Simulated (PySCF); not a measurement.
# A small calculation by hand: oscillator strength and radiative lifetime

Sn(F)(OH)(NH2)2 (FH₅N₂OSn), SMILES [F][Sn]([NH2])([NH2])[OH].

The structure is a stationary point at B3LYP-D3(BJ)/def2-SVP. The structure was generated by enumeration; whether it is a known compound was not checked. The def2 effective core potentials stand for the cores of Sn; spin–orbit coupling is left out. The values are those of a single conformer.

PySCF 2.14.0 with TDDFT-ωB97X/def2-SVPD puts the first singlet state with f over 0.02 at 5.99 eV (vertical), with the transition dipole (-0.749, 0.025, 0.074) in atomic units.

Q: Find the oscillator strength, the wavelength and the radiative lifetime that this transition would have in vacuum if emission retraced absorption.

A: 
|μ|² = 0.5671 au, so |μ| = 1.91 D. ΔE = 5.99/27.211 = 0.2201 hartree. f = (2/3) ΔE |μ|² = 0.083 (the program prints 0.083).
λ = 1239.84/5.99 = 207 nm; ν = 48313 cm⁻¹.
Einstein's coefficient A = 0.6670 ν² f s⁻¹ (ν in cm⁻¹) = 1.3e8 s⁻¹, so τ = 1/A = 7.7 ns. This state is S1. The figure is the radiative limit of this one transition; relaxation, internal conversion, crossing to triplets and a medium change what is measured.
